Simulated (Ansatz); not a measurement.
ZnTe2⁻. Total charge -1; doublet. Geometry r2SCAN-D4/def2-TZVPD.

```xyz
3

Zn    0.004   -0.001    0.001
Te    0.905    0.739   -2.136
Te   -0.909   -0.739    2.134
```

In the def2 sets Te takes a core potential; there is no spin–orbit coupling. At PBE-D4/def2-TZVPD, revPBE-D4/def2-TZVPD the gap within one spin of the charge -1 doublet nearly closes, so an electron or hole may be smeared out by delocalisation error. The structure comes from a short search, and lower isomers may exist.

(1) Estimate the α-spin orbital energies around the gap (eV) in Ansatz with PBE-D4/def2-TZVPD, revPBE-D4/def2-TZVPD, r2SCAN-D4/def2-TZVPD, PBE0-D4/def2-SVPD, PBE0-D4/def2-TZVPD.

## Answers

(1) 
```tsv
orbital	PBE-D4/def2-TZVPD	revPBE-D4/def2-TZVPD	r2SCAN-D4/def2-TZVPD	PBE0-D4/def2-SVPD	PBE0-D4/def2-TZVPD
HOMO−5	-3.67	-3.59	-3.86	-4.67	-4.69
HOMO−4	-2.09	-2.04	-2.33	-3.05	-3.02
HOMO−3	-1.81	-1.76	-2.13	-2.87	-2.86
HOMO−2	-1.43	-1.39	-1.75	-2.48	-2.48
HOMO−1	-1.38	-1.33	-1.61	-2.36	-2.37
HOMO	-0.97	-0.92	-1.19	-1.92	-1.94
LUMO	2.27	2.35	2.64	2.91	2.73
LUMO+1	2.46	2.38	2.88	3.15	2.91
LUMO+2	2.87	2.84	3.19	3.62	3.22
LUMO+3	2.97	2.90	3.34	3.75	3.29
LUMO+4	2.99	2.97	3.47	3.76	3.46
LUMO+5	3.05	3.10	3.53	3.76	3.48
β HOMO	-0.83	-0.78	-1.04	-1.68	-1.65
β LUMO	-0.81	-0.73	-0.78	-0.38	-0.35
```
